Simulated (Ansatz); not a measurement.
Job for Ansatz (a first-principles code): R-PBE0/def2-TZVPP on CH6GaN (SMILES C[NH][GaH2]), a point of a torsion scan.

Ansatz 0.2 input:
```yaml
crystal:
  periodic: [false, false, false]
  atoms:
    - {symbol: C, position_ang: [-1.33696405, 0.23891358, 0.29707415]}
    - {symbol: N, position_ang: [-0.05914609, -0.45931602, 0.10961639]}
    - {symbol: Ga, position_ang: [1.54503499, 0.29547837, -0.35191189]}
    - {symbol: H, position_ang: [-1.93552471, 0.27281221, -0.61959003]}
    - {symbol: H, position_ang: [-1.13060429, 1.26345997, 0.61453467]}
    - {symbol: H, position_ang: [-1.92852884, -0.24790633, 1.07828405]}
    - {symbol: H, position_ang: [-0.24502398, -1.40753034, -0.21249075]}
    - {symbol: H, position_ang: [2.13114733, 1.38017320, 0.59693175]}
    - {symbol: H, position_ang: [2.44141586, -0.29489054, -1.48685522]}
basis:
  gaussian:
    orbitals: def2-TZVPP
hamiltonian:
  xc: {name: PBE0}
scf: {lower_state_search: off}
```

The head of its log:

```
WARN ansatz: RAYON_NUM_THREADS=1 ignored (pool sized by the plan → 1); use --threads N
Functional definition: PBE0
these checks for a lower state are left out or cut short: stability, starts, cluster_reference, orbital_swaps, neighbouring_geometries, increment
integrals: 0.10 GiB planned
1102 factors; their error is unknown
mean field: 0.93 GiB planned
mean field evaluation 1: about -54984.9956 eV, gradient 6.5e1 eV
mean field evaluation 2: about -54952.0725 eV, gradient 1.2e2 eV
```

Task: Predict the final total energy.

Result: -2020.9730 hartree.
